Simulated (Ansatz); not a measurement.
Cl3HOSi, SMILES Cl[Si](O)(Cl)Cl.

Geometry: PBE0-D3(BJ)/def2-SVP. The values are those of a single conformer.

Two levels are set side by side: PBE/def2-SVPD (Ansatz, a program for electronic structure) and PBE0/def2-SVPD (Ansatz). Energy differences of separate SCF runs at the same geometry; the states with an electron removed or added have multiplicity 2 and 2. Differences are taken from unrounded values.

```tsv
quantity	PBE0	PBE	PBE minus PBE0
vertical ionisation energy (eV)	11.52	10.90	-0.62
vertical singlet–triplet gap (eV)	7.23	6.49	-0.75
```
